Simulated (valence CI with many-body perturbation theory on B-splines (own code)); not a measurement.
**E1 transitions of Fe XX**

Calculated by configuration interaction combined with many-body perturbation theory (CI+MBPT): five valence electrons over a frozen Dirac-Fock core [He], a basis of 9 s, 9 p, 8 d, 6 f, 3 g, 1 h functions for each j, with the one-electron correlation potential Σ1, the two-electron term Σ2, the three-electron term Σ3, Breit, model QED; selected CI, second order for the rest (own B-spline code, finite nucleus).

No measured spectrum was set against this ion. As an estimate, levels of excited configurations hold to 0.05 to 0.15 % of their energy, terms of the ground configuration to about 0.5 %. Among the levels kept, up to 2100 cm⁻¹ of a level comes from second order outside the variational space, and about a tenth of that is noise between levels of different J, which matters for small intervals.

Lines 151 to 200 of 276 in falling wavelength, among levels below 994.58 eV, chosen from the strongest by gf and those to the six lowest levels. Wavelengths and rates use the calculated energies, so an error of 700 cm⁻¹ moves a line at 14.11 Å by 0.0099 % and its rate by three times that or more. Electric multipoles are in the length gauge, E1 and E2 with the static RPA response of the core. Weak lines are less certain than strong ones. Lines between different terms over intervals too small for the method are left out, as are lines whose strength nearly cancels. The highest levels of a list are the least certain.

Names give the largest LS component (configuration and term), which can be under half, so a name can repeat, a term be missing and a line seem to break the LS rules; names also repeat where a configuration has a term twice. Letters in brackets count levels of one name in rising energy.

```
λ vac (Å)                Upper           Lower   A (s⁻¹)  S (a.u.) with core polarisation  S without
    14.11      2s²2p²3s ²D_3/2  2s²2p³ ²P°_3/2  1.93e+12                         1.07e-02   1.07e-02
    14.11      2s²2p²3s ⁴P_5/2  2s²2p³ ²D°_5/2  2.92e+11                         2.43e-03   2.42e-03
    14.07      2s2p³3s ⁴D°_1/2    2s2p⁴ ⁴P_1/2  1.03e+12                         2.84e-03   2.84e-03
    14.06      2s²2p²3s ²P_1/2  2s²2p³ ²D°_3/2  2.54e+12                         6.95e-03   6.92e-03
    14.04      2s²2p²3s ²P_3/2  2s²2p³ ²D°_5/2  1.86e+12                         1.02e-02   1.01e-02
    14.03      2s2p³3s ⁴D°_3/2    2s2p⁴ ⁴P_3/2  1.12e+12                         6.11e-03   6.09e-03
    14.03      2s2p³3s ⁴D°_5/2    2s2p⁴ ⁴P_3/2  4.87e+11                         3.98e-03   3.97e-03
    13.99      2s²2p²3s ²D_3/2  2s²2p³ ²P°_1/2  9.42e+10                         5.08e-04   5.07e-04
    13.97      2s²2p²3s ⁴P_1/2  2s²2p³ ⁴S°_3/2  1.31e+12                         3.53e-03   3.52e-03
    13.97      2s²2p²3s ²P_3/2  2s²2p³ ²D°_3/2  3.75e+11                         2.02e-03   2.01e-03
    13.90      2s2p³3s ⁴D°_3/2    2s2p⁴ ⁴P_5/2  2.11e+11                         1.12e-03   1.12e-03
    13.90      2s2p³3s ⁴D°_5/2    2s2p⁴ ⁴P_5/2  1.08e+12                         8.58e-03   8.56e-03
    13.87      2s²2p²3s ²S_1/2  2s²2p³ ²P°_3/2  1.04e+12                         2.75e-03   2.73e-03
    13.85      2s2p³3s ⁴D°_7/2    2s2p⁴ ⁴P_5/2  1.67e+12                         1.75e-02   1.74e-02
    13.84      2s²2p²3s ⁴P_3/2  2s²2p³ ⁴S°_3/2  1.09e+12                         5.68e-03   5.66e-03
    13.84      2s²2p²3s ²D_5/2  2s²2p³ ²D°_5/2  1.24e+12                         9.78e-03   9.74e-03
    13.82      2s²2p²3s ²D_3/2  2s²2p³ ²D°_5/2  1.70e+11                         8.86e-04   8.81e-04
    13.77      2s²2p²3s ²D_5/2  2s²2p³ ²D°_3/2  5.10e+11                         3.94e-03   3.92e-03
    13.77      2s2p³3s ²D°_3/2    2s2p⁴ ⁴P_5/2  7.78e+10                         4.01e-04   3.99e-04
    13.76      2s²2p²3s ⁴P_5/2  2s²2p³ ⁴S°_3/2  1.11e+12                         8.57e-03   8.54e-03
    13.75      2s²2p²3s ²D_3/2  2s²2p³ ²D°_3/2  4.27e+11                         2.19e-03   2.18e-03
    13.75      2s²2p²3s ²S_1/2  2s²2p³ ²P°_1/2  1.06e+12                         2.72e-03   2.71e-03
    13.70      2s²2p²3s ²P_3/2  2s²2p³ ⁴S°_3/2  1.74e+10                         8.85e-05   8.81e-05
    13.67      2s²2p²3d ⁴F_3/2  2s²2p³ ²P°_3/2  2.53e+10                         1.28e-04   1.28e-04
    13.55      2s²2p²3d ⁴F_3/2  2s²2p³ ²P°_1/2  3.66e+10                         1.80e-04   1.80e-04
    13.53  2s²2p²3d ²P_3/2 [a]  2s²2p³ ²P°_3/2  4.92e+11                         2.41e-03   2.41e-03
    13.52      2s²2p²3s ²S_1/2  2s²2p³ ²D°_3/2  5.07e+10                         1.24e-04   1.23e-04
    13.52      2s²2p²3d ⁴D_1/2  2s²2p³ ²P°_3/2  2.22e+11                         5.43e-04   5.43e-04
    13.52  2s²2p²3d ⁴F_5/2 [b]  2s²2p³ ²P°_3/2  1.42e+10                         1.04e-04   1.04e-04
    13.51      2s²2p²3s ²D_5/2  2s²2p³ ⁴S°_3/2  4.30e+10                         3.14e-04   3.13e-04
    13.49      2s²2p²3s ²D_3/2  2s²2p³ ⁴S°_3/2  8.63e+09                         4.19e-05   4.17e-05
    13.47      2s²2p²3d ⁴D_3/2  2s²2p³ ²P°_3/2  2.52e+11                         1.22e-03   1.22e-03
    13.47      2s²2p²3d ²F_5/2  2s²2p³ ²P°_3/2  1.17e+11                         8.44e-04   8.45e-04
    13.42  2s²2p²3d ²P_3/2 [a]  2s²2p³ ²P°_1/2  4.85e+11                         2.32e-03   2.32e-03
    13.40      2s²2p²3d ⁴D_1/2  2s²2p³ ²P°_1/2  5.39e+11                         1.28e-03   1.28e-03
    13.40      2s²2p²3d ⁴P_5/2  2s²2p³ ²P°_3/2  3.03e+10                         2.16e-04   2.17e-04
    13.40      2s²2p²3d ⁴F_3/2  2s²2p³ ²D°_5/2  1.95e+10                         9.28e-05   9.29e-05
    13.38      2s²2p²3d ⁴P_3/2  2s²2p³ ²P°_3/2  1.08e+10                         5.11e-05   5.12e-05
    13.38  2s²2p²3d ²P_1/2 [a]  2s²2p³ ²P°_3/2  1.38e+12                         3.27e-03   3.28e-03
    13.37      2s²2p²3d ⁴P_1/2  2s²2p³ ²P°_3/2  3.86e+11                         9.09e-04   9.10e-04
    13.36  2s²2p²3d ⁴F_5/2 [a]  2s²2p³ ²D°_5/2  1.04e+11                         7.36e-04   7.37e-04
    13.36      2s²2p²3d ⁴D_3/2  2s²2p³ ²P°_1/2  5.16e+11                         2.43e-03   2.43e-03
    13.33      2s²2p²3d ⁴F_3/2  2s²2p³ ²D°_3/2  7.21e+11                         3.37e-03   3.38e-03
    13.30  2s²2p²3d ²D_3/2 [a]  2s²2p³ ²P°_3/2  1.20e+12                         5.57e-03   5.58e-03
    13.30  2s²2p²3d ²D_5/2 [a]  2s²2p³ ²P°_3/2  2.29e+11                         1.60e-03   1.60e-03
    13.29  2s²2p²3d ⁴F_5/2 [a]  2s²2p³ ²D°_3/2  6.16e+11                         4.28e-03   4.29e-03
    13.27      2s²2p²3d ⁴P_3/2  2s²2p³ ²P°_1/2  2.15e+10                         9.91e-05   9.92e-05
    13.27  2s²2p²3d ²P_3/2 [a]  2s²2p³ ²D°_5/2  7.32e+11                         3.38e-03   3.38e-03
    13.27      2s²2p²3d ⁴F_7/2  2s²2p³ ²D°_5/2  3.25e+11                         3.00e-03   3.00e-03
    13.27  2s²2p²3d ²P_1/2 [a]  2s²2p³ ²P°_1/2  5.20e+12                         1.20e-02   1.20e-02
```
